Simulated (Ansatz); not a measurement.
The first iterations of a band of CH₃BFNO (8 atoms, charge 0, multiplicity 1).

Theory: RKS PBE0/6-31G* (Ansatz).

```
movable images  : 5
climbing image  : yes
spring          : 0.1 eV/Å²
optimiser       : quadratic models (default)
start path      : through a guess of the saddle point
force threshold : 0.05 eV/Å
iteration limit : 60
end points      : relaxed
```

First end point:

```xyz
8
Properties=species:S:1:pos:R:3
C -0.416 0.842 -1.114
N -0.396 0.518 0.101
B 0.506 -0.271 0.884
O 0.259 -1.569 1.203
F 1.580 0.298 1.426
H -1.216 1.482 -1.504
H 0.335 0.524 -1.855
H -0.560 -1.882 0.803
```

Last end point:

```xyz
8
Properties=species:S:1:pos:R:3
C -0.421 0.844 -1.109
N 0.326 -0.030 -0.602
B 0.645 -0.376 0.749
O 0.055 -1.412 1.401
F 1.634 0.257 1.376
H -0.504 0.938 -2.199
H -1.025 1.559 -0.529
H -0.618 -1.837 0.857
```

| iteration | highest image above the first end (eV) | largest band force component (eV/Å) |
| --- | --- | --- |
| 1 | 3.888 | 14.118 |
| 2 | 1.938 | 3.560 |
| 3 | 1.222 | 2.320 |
| 4 | 0.730 | 3.550 |
| 5 | 0.524 | 2.207 |

Q: Does the band converge within its limit, and where does its top end?

A: The forces met the threshold. It ended after 16 iterations with the highest image 0.038 eV above the first end. Another band between the same ends (5 images) ends at a top of the same energy, where a vibrational analysis finds no clearly imaginary modes.

Run time: 4.3 min on 1 thread of Arm Neoverse V1 (shared host), peak memory 0.15 GiB.
